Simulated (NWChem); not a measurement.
The numbers come from NWChem runs, not from measurements. System: CH2Cl3FSi, charge 0, spin multiplicity 1, at a geometry optimised with B3LYP/def2-SVP. The structure started from a generated list of species. Level: PBE0/def2-SVP.

Job file:

```
start mol
memory heap 200 mb stack 800 mb global 1000 mb
geometry units angstroms nocenter noautoz
  F      2.340726     1.188062     0.000000
  C      1.861808    -0.107768     0.000000
  Si    -0.029037    -0.114511     0.000000
  Cl    -0.751528     0.833919     1.677231
  Cl    -0.751528     0.833919    -1.677231
  Cl    -0.632136    -2.088877     0.000000
  H      2.233692    -0.642575     0.893022
  H      2.233692    -0.642575    -0.893022
  symmetry group Cs
end
basis spherical
  * library def2-svp
end
dft
  xc pbe0
  semidirect memsize 60000000 filesize 0
  iterations 100
end
task dft energy
```

Output (cleaned and shortened):

```
             Northwest Computational Chemistry Package (NWChem) 7.3.0
             --------------------------------------------------------

                                NWChem Input Module
                                -------------------

 Scaling coordinates for geometry "geometry" by  1.889725989
 (inverse scale =  0.529177249)

 Turning off AUTOSYM since
 SYMMETRY directive was detected!

                             Geometry "geometry" -> ""
                             -------------------------

 Output coordinates in angstroms (scale by  1.889725989 to convert to a.u.)

  No.       Tag          Charge          X              Y              Z
 ---- ---------------- ---------- -------------- -------------- --------------
    1 F                    9.0000     2.34072600     1.18806200     0.00000000
    2 C                    6.0000     1.86180800    -0.10776800     0.00000000
    3 Si                  14.0000    -0.02903700    -0.11451100     0.00000000
    4 Cl                  17.0000    -0.75152800     0.83391900     1.67723100
    5 Cl                  17.0000    -0.75152800     0.83391900    -1.67723100
    6 Cl                  17.0000    -0.63213600    -2.08887700     0.00000000
    7 H                    1.0000     2.23369200    -0.64257500     0.89302200
    8 H                    1.0000     2.23369200    -0.64257500    -0.89302200

 Effective nuclear repulsion energy (a.u.)     534.4730552250

            Nuclear Dipole moment (a.u.)
            ----------------------------
        X                 Y               Z
 ---------------- ---------------- ----------------
    -0.0000302356    -0.0000321253     0.0000000000

      Symmetry information
      --------------------

 Group name             Cs
 Group number              2
 Group order               2
 No. of unique centers     6

      Symmetry unique atoms

     1    2    3    4    6    7


 Summary of "ao basis" -> "" (spherical)
 ------------------------------------------------------------------------------
       Tag                 Description            Shells   Functions and Types
 ---------------- ------------------------------  ------  ---------------------
 *                          def2-svp                  on all atoms

                                 NWChem DFT Module
                                 -----------------

 Summary of "ao basis" -> "ao basis" (spherical)
 ------------------------------------------------------------------------------
       Tag                 Description            Shells   Functions and Types
 ---------------- ------------------------------  ------  ---------------------
 F                          def2-svp                 6       14   3s2p1d
 C                          def2-svp                 6       14   3s2p1d
 Si                         def2-svp                 8       18   4s3p1d
 Cl                         def2-svp                 8       18   4s3p1d
 H                          def2-svp                 3        5   2s1p

 Summary of "ao basis" -> "ao basis" (spherical)
 ------------------------------------------------------------------------------
       Tag                 Description            Shells   Functions and Types
 ---------------- ------------------------------  ------  ---------------------
 F                          def2-svp                 6       14   3s2p1d
 C                          def2-svp                 6       14   3s2p1d
 Si                         def2-svp                 8       18   4s3p1d
[...]
 d= 0,ls=0.0,diis     2  -1807.8587829499  7.46D-02  8.80D-03  1.55D+00     1.8
 d= 0,ls=0.0,diis     3  -1808.0451137135 -1.86D-01  9.41D-04  2.31D-02     2.2
 d= 0,ls=0.0,diis     4  -1808.0471255511 -2.01D-03  3.57D-04  2.77D-03     2.6
 d= 0,ls=0.0,diis     5  -1808.0473778980 -2.52D-04  1.01D-04  1.84D-04     3.0
  Resetting Diis
 d= 0,ls=0.0,diis     6  -1808.0473975977 -1.97D-05  1.63D-05  3.53D-06     3.4
 d= 0,ls=0.0,diis     7  -1808.0473979880 -3.90D-07  6.19D-06  1.78D-07     3.8

         Total DFT energy =    -1808.047397987974
      One electron energy =    -3563.876202050718
           Coulomb energy =     1343.036979282663
    Exchange-Corr. energy =     -121.681230444872
 Nuclear repulsion energy =      534.473055224953

 Numeric. integr. density =       81.999993142347

     Total iterative time =      3.5s

                  Occupations of the irreducible representations
                  ----------------------------------------------

                     irrep           alpha         beta
                     --------     --------     --------
                     a'               27.0         27.0
                     a"               14.0         14.0

                       DFT Final Molecular Orbital Analysis
                       ------------------------------------

 Vector   39  Occ=2.000000D+00  E=-3.522337D-01  Symmetry=a"
              MO Center= -5.5D-01,  4.7D-01, -7.3D-11, r^2= 4.7D+00
   Bfn.  Coefficient  Atom+Function         Bfn.  Coefficient  Atom+Function
  ----- ------------  ---------------      ----- ------------  ---------------
    57      0.352812  4 Cl px                75     -0.352812  5 Cl px
    54      0.261378  4 Cl px                72     -0.261378  5 Cl px
    59      0.230040  4 Cl pz                77      0.230040  5 Cl pz
    95      0.204016  6 Cl pz                56      0.172476  4 Cl pz
    74      0.172476  5 Cl pz                92      0.160075  6 Cl pz

 Vector   40  Occ=2.000000D+00  E=-3.417121D-01  Symmetry=a"
              MO Center= -7.1D-01,  1.1D-02,  2.0D-11, r^2= 4.9D+00
   Bfn.  Coefficient  Atom+Function         Bfn.  Coefficient  Atom+Function
  ----- ------------  ---------------      ----- ------------  ---------------
    95      0.356310  6 Cl pz                58      0.337408  4 Cl py
    76     -0.337408  5 Cl py                92      0.264117  6 Cl pz
    55      0.251692  4 Cl py                73     -0.251692  5 Cl py
    59     -0.213648  4 Cl pz                77     -0.213648  5 Cl pz
    56     -0.159459  4 Cl pz                74     -0.159459  5 Cl pz

 Vector   41  Occ=2.000000D+00  E=-3.320709D-01  Symmetry=a'
              MO Center=  8.3D-01,  9.9D-02, -2.7D-12, r^2= 4.4D+00
   Bfn.  Coefficient  Atom+Function         Bfn.  Coefficient  Atom+Function
  ----- ------------  ---------------      ----- ------------  ---------------
    18      0.326225  2 C  px                 4      0.324326  1 F  px
     7     -0.246611  1 F  px                93      0.237708  6 Cl px
    57      0.229325  4 Cl px                75      0.229325  5 Cl px
    17     -0.208617  2 C  s                 36     -0.200528  3 Si px
    31     -0.189920  3 Si s                 54      0.172649  4 Cl px

 Vector   42  Occ=0.000000D+00  E=-7.109812D-04  Symmetry=a'
              MO Center= -5.0D-01, -5.5D-03, -2.7D-13, r^2= 3.8D+00
   Bfn.  Coefficient  Atom+Function         Bfn.  Coefficient  Atom+Function
  ----- ------------  ---------------      ----- ------------  ---------------
    31      0.913993  3 Si s                 32      0.487892  3 Si s
    39     -0.447271  3 Si px                59      0.433896  4 Cl pz
    77     -0.433896  5 Cl pz                30      0.387212  3 Si s
    94     -0.382595  6 Cl py                50     -0.288907  4 Cl s
    68     -0.288907  5 Cl s                 36     -0.246486  3 Si px

 Vector   43  Occ=0.000000D+00  E= 1.081219D-02  Symmetry=a'
              MO Center=  4.9D-01, -3.9D-02, -7.1D-14, r^2= 3.8D+00
   Bfn.  Coefficient  Atom+Function         Bfn.  Coefficient  Atom+Function
  ----- ------------  ---------------      ----- ------------  ---------------
    40      0.831346  3 Si py                86      0.423865  6 Cl s
    94      0.415429  6 Cl py                37      0.351141  3 Si py
    22      0.318420  2 C  py                 3     -0.308595  1 F  s
    93      0.189048  6 Cl px                85      0.176398  6 Cl s
     8      0.172612  1 F  py                19      0.165384  2 C  py

 Vector   44  Occ=0.000000D+00  E= 3.375022D-02  Symmetry=a"
              MO Center=  1.5D-01, -3.1D-01,  3.9D-14, r^2= 3.7D+00
   Bfn.  Coefficient  Atom+Function         Bfn.  Coefficient  Atom+Function
  ----- ------------  ---------------      ----- ------------  ---------------
    41      1.153322  3 Si pz                50     -0.449421  4 Cl s
    68      0.449421  5 Cl s                 38      0.418300  3 Si pz
    95     -0.302711  6 Cl pz                58      0.297728  4 Cl py
    76     -0.297728  5 Cl py               102     -0.296672  7 H  s
   107      0.296672  8 H  s                 57     -0.229725  4 Cl px

 center of mass
 --------------
 x =  -0.04742598 y =   0.02341904 z =   0.00000000

 moments of inertia (a.u.)
 ------------------
        1527.337147449704        -178.627695414895           0.000000000000
        -178.627695414895        1455.163660512003           0.000000000000
           0.000000000000           0.000000000000        1565.863389155540

     Multipole analysis of the density
     ---------------------------------

     L   x y z        total         alpha         beta         nuclear
     -   - - -        -----         -----         ----         -------
     0   0 0 0     -0.000000    -41.000000    -41.000000     82.000000

     1   1 0 0      0.360474      0.180252      0.180252     -0.000030
     1   0 1 0     -0.547804     -0.273886     -0.273886     -0.000032
     1   0 0 1      0.000000      0.000000      0.000000      0.000000

     2   2 0 0    -45.530896   -212.202661   -212.202661    378.874425
     2   1 1 0     -2.970783    -41.016851    -41.016851     79.062920
     2   1 0 1      0.000000      0.000000      0.000000      0.000000
     2   0 2 0    -47.138838   -222.843237   -222.843237    398.547637
     2   0 1 1      0.000000      0.000000      0.000000      0.000000
     2   0 0 2    -45.448648   -196.350376   -196.350376    347.252103

 Task  times  cpu:        3.8s     wall:        3.8s

 Total times  cpu:        3.8s     wall:        3.8s
```
